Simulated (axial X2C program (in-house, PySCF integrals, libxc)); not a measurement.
Potential curves of SbP⁻, scalar-relativistic

Computed with an in-house all-electron X2C program for linear molecules (integrals from PySCF). Spin-free means the one-electron spin-free X2C Hamiltonian. Basis: Sb dyall-acv3z [12s13p9d5f1g], P dyall-av3z [9s8p3d2f] (cores contracted in-house); Gaussian nuclei, density fitting, unrestricted open shells. Masses: Sb 120.904 u, P 30.974 u.

State: M_S = 1/2, Λ = 1 (beyond evenly filled blocks: π+α). Energies in cm⁻¹ from the fragments at the same level (Sb- + P). Fits are polynomials in 1 − R0/R over 0.85 to 1.23 times the lowest point R0.

```csv
R (Å),B97-3,PBE0,HF,CCSD
2.0821,-25580,-24863,-3931,-20120
2.1507,-28137,-27256,-6626,-22669
2.2194,-29484,-28451,-8307,-23986
2.2880,-29896,-28722,-9220,-24372
2.3681,-29493,-28167,-9571,-23975
2.4482,-28388,-26938,-9370,-22957
2.5511,-26275,-24801,-8579,-21114
2.6770,-23301,-21923,-7162,
```

Correlated methods: 11 electrons correlated (number of frozen shells: Sb 4 s, 3 p, 2 d; P 2 s, 1 p), 291 virtual spin orbitals or spinors in MP2, 90 natural virtuals in coupled cluster.

The state is a single determinant with fixed occupations, the lowest that a limited PBE0 search found. Dissociation energies refer to the lowest single-determinant-based atoms at the same level and basis. CCSD ran in a truncated set of natural virtual spinors with an MP2 remainder; without triples it tends to underbind. The functionals have no current-density term, which raises determinants with orbital currents, atoms included. The highest occupied level of some functionals is positive through self-interaction error; at Hartree–Fock it is bound. The determinant is spin-polarised beyond a pure state at some levels (its spin-free form has ⟨S²⟩ too high), which makes Re and μ there less reliable. The T1 diagnostic is large, a sign of multireference character. With the outer-core shells frozen, correlated bond lengths of heavy atoms tend to come out a few hundredths of an ångström too long. Spin-free De lacks the spin–orbit lowering of the heavy p-block atom, a tenth of an eV or more for 4p and 5p, up to an eV for 6p and one to two eV for 7p atoms, less what an open-shell molecule gains itself. Hartree–Fock gets electron affinities wrong, so its lowest charge split need not be the true one. Coupled cluster ran on the points near the minimum only. MP2 and coupled cluster on one determinant become unreliable at the stretched end.

Task: Fit the B97-3 curve near its minimum: give the equilibrium distance, the harmonic wavenumber and the well depth.

Result: At B97-3, spin-free: Re = 2.290 Å, ωe ≈ 449 cm⁻¹, De = 3.71 eV to Sb- + P; Be follows as 0.13 cm⁻¹.

Task: What are Re, ωe and De at the PBE0 level?

Result: At PBE0, spin-free: Re = 2.277 Å, ωe ≈ 462 cm⁻¹, De = 3.56 eV to Sb- + P; Be follows as 0.132 cm⁻¹.

Task: What are Re, ωe and De at the HF level?

Result: At HF, spin-free: Re = 2.374 Å, ωe ≈ 337 cm⁻¹, De = 1.19 eV to Sb- + P; Be follows as 0.121 cm⁻¹.

Task: What are Re, ωe and De at the CCSD level?

Result: At CCSD, spin-free: Re = 2.289 Å, ωe ≈ 443 cm⁻¹, De = 3.02 eV to Sb- + P; Be follows as 0.13 cm⁻¹.
